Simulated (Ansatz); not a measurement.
# CH5AlO2 (SMILES C[Al](O)O): methods side by side

CH5AlO2: 9 atoms, total charge 0, spin state singlet. SMILES: `C[Al](O)O`. The shape was relaxed beforehand at r2SCAN/def2-SVP. This is one conformer, not always the lowest.

```csv
atom,x (Å),y (Å),z (Å)
C,-0.0269,1.1054,-1.0302
Al,-0.0028,-0.3076,0.2898
O,0.9629,-1.6802,-0.0132
O,-0.9404,-0.1263,1.7030
H,-0.2236,0.7101,-2.0406
H,-0.7877,1.8694,-0.8068
H,0.9512,1.6137,-1.0801
H,1.0952,-2.4583,0.5318
H,-1.0280,-0.7264,2.4463
```

Quantity: the dissociation energy of the O3–Al2 bond into doublet OH and doublet CH4AlO (shapes relaxed at r2SCAN/def2-SVP, no zero-point term), in eV. The values are calculated.

```tsv
level	kind	program	value (eV)	less CCSD(T)/def2-SVP	CPU time (all runs)
PBE/def2-SVP	GGA	Ansatz	5.60	+0.14	4 s
r2SCAN/def2-SVP	meta-GGA	Ansatz	5.54	+0.08	8.9 s
B3LYP/def2-SVP	global hybrid	Ansatz	5.55	+0.09	5.1 s
CAM-B3LYP/def2-SVP	range-separated hybrid	Ansatz	5.70	+0.24	5.6 s
wB97M-V/def2-SVP	range-separated hybrid	Ansatz	5.87	+0.41	22 s
B2PLYP/def2-SVP	double hybrid	Ansatz	5.61	+0.15	6.4 s
RPA@PBE/def2-SVP	RPA	Ansatz	5.08	-0.38	8.3 s
MP2/def2-SVP	perturbation theory	Ansatz	5.75	+0.29	1.4 s
CCSD(T)/def2-SVP	coupled cluster or CI	Ansatz	5.46	0.00	9.8 s
```

Differences are taken from CCSD(T)/def2-SVP for orientation; it has basis-set and higher-order errors of its own. The values span 5.08 to 5.87 eV. Measured bond enthalpies also hold zero-point and thermal terms, a few tenths of an eV less. CPU times are rough (shared hosts, several kinds of processor): they show what a rung costs within a factor of a few.
